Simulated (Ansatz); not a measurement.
Basis sets compared for GaBr₃. Total charge 0; singlet. Geometry PBE-D4/def2-SVP. Ansatz on 2 threads of AMD EPYC 7R13 on a shared host; times are rough, and most runs start from earlier orbitals.

```xyz
4

Ga    0.0002   -0.0003    0.0000
Br   -2.0735    0.6498   -0.7027
Br    0.2105   -1.4215    1.7752
Br    1.8628    0.7721   -1.0725
```

Binding counts from free atoms (Ga doublet, Br doublet) in the same basis, without a counterpoise term.

```csv
level,functions,energy (Eh),HOMO (eV),LUMO (eV),binding per atom (eV),wall time
PBE-D4/def2-SVP,128,-9644.8675,-7.24,-3.14,2.57,1.5 s
PBE-D4/def2-TZVP (with forces),192,-9646.0524,-7.41,-3.28,2.55,3.3 s
r2SCAN-D4/def2-TZVP,192,-9647.4475,-7.77,-3.08,2.59,5.5 s
PBE0-D4/def2-SVP,128,-9645.1766,-8.60,-2.31,2.54,3.2 s
PBE0-D4/def2-TZVP,192,-9646.3603,-8.71,-2.43,2.53,6.5 s
```

Q: Estimate the rows for PBE-D4/def2-TZVPD, r2SCAN-D4/def2-TZVPD, PBE0-D4/def2-TZVPD.

A: 
| level | functions | energy (Eh) | HOMO (eV) | LUMO (eV) | binding per atom (eV) | wall time |
| --- | --- | --- | --- | --- | --- | --- |
| PBE-D4/def2-TZVPD | 225 | -9646.0537 | -7.44 | -3.34 | 2.55 | 4.5 s |
| r2SCAN-D4/def2-TZVPD | 225 | -9647.4487 | -7.77 | -3.11 | 2.59 | 8 s |
| PBE0-D4/def2-TZVPD | 225 | -9646.3615 | -8.73 | -2.49 | 2.53 | 9.5 s |
